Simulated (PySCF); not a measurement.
**MH for M along group 10**

CCSD(T) with triple-zeta basis sets in PySCF, for the lowest determinant that a PBE0 search found; no spin–orbit coupling. De refers to high-spin ground-configuration atoms.

| M | basis | reference, frozen orbitals | state (unpaired electrons) | Re (Å) | ωe (cm⁻¹) | De (eV) |
| --- | --- | --- | --- | --- | --- | --- |
| Ni | def2-TZVPP | ROHF, 5 | doublet (δ ↑) | 1.452 | 1969 | 2.96 |
| Pd | def2-TZVPP | UHF, 0 | doublet (σ ↑) | 1.518 | 2077 | 2.55 |
| Pt | def2-TZVPP | UHF, 0 | doublet (σ ↑) | 1.511 | 2410 | 3.55 |

The shortest bond is that of NiH (1.452 Å), the longest that of PdH (1.518 Å). PtH is bound most strongly (3.55 eV) and PdH least (2.55 eV).

The state changes along the series, so neighbouring rows are not always alike in their bonding.

Correlated steps freeze the inner cores (0 to 5 orbitals); shallow outer-core shells are correlated. UHF and ROHF references stand side by side, which adds small steps between rows. These are scalar-relativistic numbers at best; spin–orbit coupling would shift them, the dissociation energy most. The CCSD T1 diagnostic is raised in NiH, a sign that a single reference may not be enough there. The state is the lowest single determinant that the PBE0 search found; with open d or f shells the true ground state can be another one.
